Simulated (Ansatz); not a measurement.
Mulliken charges of GaH$_{3}$S$_{2}$ (`[SH][GaH][SH]`) from r2SCAN/def2-TZVPP in Ansatz (PBE0-D4/def2-TZVP geometry).

```csv
atom,x (Å),y (Å),z (Å),charge (e)
S1,-1.531,1.123,-0.909,-0.258
Ga2,0.166,0.022,-0.055,0.335
S3,-0.383,-1.372,1.550,-0.258
H4,-0.763,1.795,-1.782,0.109
H5,1.630,0.212,-0.546,-0.037
H6,0.882,-1.780,1.742,0.109
```

Q: By hand: the dipole of these point charges (1 e Å = 4.8032 D).

A: Σ q r = (0.502, 0.065, -0.168) e Å, of length 0.533 e Å = 2.56 D.

Q: How does the dipole of the full density compare? (An estimate is asked.)

A: Ansatz gave: (0.394, 0.051, -0.132) e Å, 2.01 D; the point charges give 1.27 times that, at 0° from its direction.

Point charges leave out the atoms' own dipoles, such as those of lone pairs, and Mulliken's split depends on the basis, so the two needn't agree.
